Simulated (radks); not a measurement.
Results of a calculation; reference values are marked as such.
Ionisation of neutral chlorine, [Ne] 3s2 3p5, to [Ne] 3s2 3p4 as the strength of local exchange is varied. Level of theory: Dirac Kohn-Sham, Slater X-alpha exchange (alpha = 2/3 is LDA exchange), no correlation, spin-unpolarised, spherical densities, point nucleus; open shells are shared between the two j in proportion to 2j + 1 (a radial shooting solver on a logarithmic mesh with Libxc functionals).

alpha = 0.667: E(Cl) (hartree) -458.80600; exchange (hartree) -25.37122; IE (eV) 12.658; -e of the level emptied (eV) 7.419 (3p3/2); <r> of it (bohr) 1.870
alpha = 0.727: E(Cl) (hartree) -461.09319; exchange (hartree) -27.77265; IE (eV) 13.428; -e of the level emptied (eV) 8.099 (3p3/2); <r> of it (bohr) 1.841
alpha = 0.781: E(Cl) (hartree) -463.16006; exchange (hartree) -29.95059; IE (eV) 14.138; -e of the level emptied (eV) 8.730 (3p3/2); <r> of it (bohr) 1.816
alpha = 0.872: E(Cl) (hartree) -466.66111; exchange (hartree) -33.65650; IE (eV) 15.372; -e of the level emptied (eV) 9.834 (3p3/2); <r> of it (bohr) 1.777
alpha = 0.923: E(Cl) (hartree) -468.63309; exchange (hartree) -35.75297; IE (eV) 16.083; -e of the level emptied (eV) 10.476 (3p3/2); <r> of it (bohr) 1.755

NIST Atomic Spectra Database: 12.968 eV (measured). The Delta-SCF value meets it near alpha = 0.69. Spin polarisation and multiplet splitting are left out, so open shells lie too high by an amount that depends on their filling.

Beside tabulated values, note that spin-unpolarised runs miss the spin-polarisation part of the exchange energy of open shells.
